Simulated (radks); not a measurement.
Results of a calculation; reference values are marked as such.
Problem. The mean radii <r> (bohr) of the occupied orbitals of an atom or ion are listed with their occupations. Code: a radial shooting solver on a logarithmic mesh with Libxc functionals. Model: Dirac Kohn-Sham, PBE, spin-unpolarised, spherical densities, finite nucleus; Fermi nuclear charge, rms radius of each element as measured or else 0.836 A^(1/3) + 0.57 fm.

orbital  occ.      <r>
1s1/2       2  0.02507
2s1/2       2   0.1070
2p1/2       2  0.08991
2p3/2       4  0.09601
3s1/2       2   0.2848
3p1/2       2   0.2747
3p3/2       4   0.2867
3d3/2       4   0.2577
3d5/2       6   0.2615
4s1/2       2   0.6540
4p1/2       2   0.6743
4p3/2       4   0.7012
4d3/2       4   0.7609
4d5/2       6   0.7704
5s1/2       2    1.533
5p1/2       2    1.698
5p3/2       3    1.766
5d3/2       1    2.363
6d3/2       1    5.837

Name the element and its charge. Open shells, if any, fill j = l - 1/2 first.

Solution. Z = 57, lanthanum, charge +2: La2+ in [Kr] 4d10 5s2 5p5 5d1 6d1. The 1s radius gives Z: for a bare nucleus <r> = (2 gamma + 1)/(2Z) with gamma = sqrt(1 - (Z/c)^2), 0.02473 bohr for Z = 57, and screening makes it slightly larger (0.02507 here). The occupations add up to 55, and the charge is Z minus that.
